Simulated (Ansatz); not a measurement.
Born–Oppenheimer molecular dynamics of CH$_{6}$FNO$_{2}$Si (12 atoms, charge 0, multiplicity 1). It starts from a relaxed structure.

These are results of UKS revPBE-D4/STO-3G (Ansatz 0.2.0), not measurements.

```json
{"ensemble": "NVT, Langevin thermostat", "time step": "2 fs", "steps asked": "40", "set temperature": "1500 K", "friction": "0.005 /fs", "seed": "117336"}
```

First frame:

```xyz
12
Properties=species:S:1:pos:R:3
N -0.991 1.221 1.164
C -0.412 0.605 -0.152
O -1.059 1.283 -1.267
F 1.021 0.844 -0.126
O -0.544 -0.827 -0.317
Si 1.097 -1.475 -0.400
H -1.898 0.656 1.290
H -0.379 0.782 1.933
H -1.307 2.179 -0.802
H 0.782 -2.891 -0.558
H 1.892 -1.081 -1.561
H 1.876 -1.351 0.831
```

Task: How far do the bonds stretch over the last three quarters of this one trajectory? (Pairs bonded in most of those frames.)

Result: 
```csv
bond,mean (Å),spread (Å),shortest,longest
N1–C2,1.587,0.086,1.47,1.75
N1–H7,1.084,0.063,0.97,1.25
N1–H8,1.099,0.091,0.96,1.25
C2–O3,1.493,0.052,1.40,1.58
C2–F4,1.425,0.037,1.36,1.50
C2–O5,1.460,0.035,1.40,1.51
O3–H9,1.079,0.081,0.93,1.21
O5–Si6,1.755,0.085,1.63,1.89
Si6–H10,1.474,0.057,1.39,1.59
Si6–H11,1.470,0.029,1.43,1.52
Si6–H12,1.467,0.021,1.42,1.50
```

Mean temperature of the second half: 1020 K. The mean temperature of the second half is 32 % below the set value. A step of 2 fs is long for free X–H stretches (periods near 10 fs) and can bias their spread and the temperature. A run of 0.08 ps of so small a system gives no equilibrium averages. Limits of this set-up: minimal basis.

The run took 76 s on 1 thread of AMD EPYC 9R45 96-Core Processor (Zen 5) (shared host), peak memory 0.14 GiB.
